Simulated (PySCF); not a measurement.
Q: What does the PBE0-D3(BJ)/def2-SVP structure of InChI=1S/C2H8BClS/c1-5(2)3-4/h3H2,1-2H3 look like in three dimensions?

A: 
Z-matrix in Å and degrees, rows numbered from 1:
```
C 
S   1  1.7992
C   2  1.7989  1  100.70
B   2  1.9703  1  103.52  3  -106.85
Cl  4  1.8487  2  108.08  1    52.44
H   1  1.0978  2  109.54  3   -61.22
H   1  1.0994  2  108.85  3    61.49
H   1  1.0980  2  106.69  3   179.92
H   3  1.0979  2  109.58  1    61.51
H   3  1.0979  2  106.71  1  -179.61
H   3  1.0994  2  108.86  1   -61.22
H   4  1.2153  2  102.14  1   -67.62
H   4  1.2154  2  102.20  1   172.53
```

S2 (sulfur bonded to B and 2 C) is pyramidal (angles 103.5°, 103.5° and 100.7°, sum 307.7°, 0.80 Å off the plane of its three neighbours). Of the pairs four or more bonds apart, Cl5···H11 is among the closest relative to their van der Waals radii: 2.70 Å, 92 % of the sum of Bondi's values. B4 (four-coordinate boron) is distorted tetrahedral (angles from 102.1° to 115.5°).

Level of theory: PySCF 2.14.0, PBE0-D3(BJ)/def2-SVP geometry optimisation, gas phase.

Point group: Cs (tolerance 0.08 Å). Stationary, but not proved a minimum. The numbers are those of one conformer (C1–S2–B4–Cl5 52°).
